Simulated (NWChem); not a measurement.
System: MgH₂; SMILES [MgH2]

Input file for NWChem:

```
start job
memory heap 200 mb stack 900 mb global 1100 mb
geometry units angstroms noautosym nocenter noautoz
  Mg     0.000000     0.000000     0.000000
  H      0.000000     0.000000    -1.705283
  H      0.000000     0.000000     1.705283
end
basis spherical
  * library def2-svp
end
dft
  xc xpbe96 cpbe96
  iterations 150
  vectors input atomic output neutral.movecs
end
task dft energy
charge 1
dft
  odft
  mult 2
  vectors input atomic output cation.movecs
end
task dft energy
```

Coordinates come from a PBE0/def2-SVP optimisation.

Ions are spin-unrestricted doublets at the neutral geometry; other ion states weren't tried.

Task: Predict the main results of this run. (PBE/def2-SVP, vertical spin-unrestricted ions.) Quantities: vertical ionisation energy, ΔSCF (eV); −ε(HOMO) (eV).

Result: 
- vertical ionisation energy, ΔSCF (eV) = 9.43
- −ε(HOMO) (eV) = 6.05
